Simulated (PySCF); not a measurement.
Ga(Br)(Me)(OH) (CH4BrGaO), SMILES [CH3][Ga]([OH])[Br].

The structure is a stationary point at B3LYP-D3(BJ)/def2-SVP. The structure was generated by enumeration; whether it is a known compound was not checked. The values are those of a single conformer.

These are TDDFT-CAM-B3LYP/def2-SVPD in PySCF values and carry that method's errors.

Vertical excitations. Isolated molecule, no solvent. State labels are in the subgroup Cs.

| state | symmetry | energy (eV) | λ (nm) | f | main pairs |
|---|---|---|---|---|---|
| S1 | A' | 6.27 | 198 | 0.068 | HOMO→LUMO 85 % |
| S2 | A" | 6.28 | 197 | 0.000 | HOMO→LUMO+1 95 % |
| S3 | A" | 6.38 | 194 | 0.016 | HOMO−1→LUMO 84 % |
| S4 | A' | 6.72 | 184 | 0.011 | HOMO−1→LUMO+1 78 %, HOMO−2→LUMO 13 % |
| S5 | A" | 6.90 | 180 | 0.000 | HOMO−2→LUMO+1 97 % |
| S6 | A" | 7.26 | 171 | 0.064 | HOMO−3→LUMO 81 % |
| S7 | A' | 7.43 | 167 | 0.404 | HOMO−2→LUMO 77 % |
| S8 | A' | 7.55 | 164 | 0.016 | HOMO−3→LUMO+1 54 %, HOMO−4→LUMO 33 % |
| S9 | A" | 7.64 | 162 | 0.008 | HOMO−4→LUMO+1 97 % |
| S10 | A' | 7.94 | 156 | 0.160 | HOMO→LUMO+2 36 %, HOMO−3→LUMO+1 19 %, HOMO−4→LUMO 14 %, HOMO→LUMO 7 % |
| T1 | A' | 5.83 | 213 | 0 | HOMO→LUMO 80 % |
| T2 | A" | 6.04 | 205 | 0 | HOMO−1→LUMO 79 % |
| T3 | A" | 6.13 | 202 | 0 | HOMO→LUMO+1 92 % |
| T4 | A' | 6.20 | 200 | 0 | HOMO−1→LUMO+1 79 % |
Triplets are in the Tamm–Dancoff approximation, which puts them higher than full response would, so one can lie above its singlet here.
